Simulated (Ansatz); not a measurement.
Species: C8H7FSSi, SMILES `Fc1c([SiH3])ccc2ccsc12` (charge 0, multiplicity 1).

### Question
Give a relaxed geometry from PBE-D3(BJ)/def2-SVP (Ansatz, a first-principles code).

### Answer
the end point of this relaxation (outside a Z-matrix the atoms follow the SMILES, hydrogens last).
Z-matrix (Å, degrees):
```
C
F 1 1.3514
C 1 1.3980 2 119.63
C 1 1.4014 2 118.91 3 180.00
C 3 1.4241 1 117.75 2 180.00
C 5 1.3952 3 122.11 1 0.00
H 6 1.0999 5 120.54 3 180.00
H 5 1.1009 6 119.24 7 0.00
C 6 1.4159 7 119.84 5 -180.00
C 9 1.4409 6 130.33 7 0.00
C 10 1.3733 9 112.72 6 -180.00
H 11 1.0974 10 127.63 9 180.00
H 10 1.0983 11 123.52 12 0.00
S 11 1.7465 12 118.77 10 -180.00
Si 3 1.8871 1 119.85 2 0.00
H 15 1.5039 3 111.42 1 -60.51
H 15 1.5039 16 108.26 3 -122.85
H 15 1.5039 16 109.12 17 -118.64
```
